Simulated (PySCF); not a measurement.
A structure optimised at PBE-D3(BJ)/def2-SVP, used in a PySCF frequency run:

```xyz
7

Se     0.5722    -0.5250     0.7659
O      0.4942    -1.9343    -0.4439
H      1.2956    -1.8163    -0.9936
Ge    -0.6839     0.9767    -0.5902
H     -0.7993     2.3126     0.1925
H      0.0627     1.1991    -1.9327
H     -2.0851     0.3772    -0.8681
```

Q: Write its SMILES and formula.

A: O[Se][GeH3], GeH4OSe

Q: What are its rotational constants (standard atomic weights)?

A: 9.4269, 1.9275, 1.6428 GHz
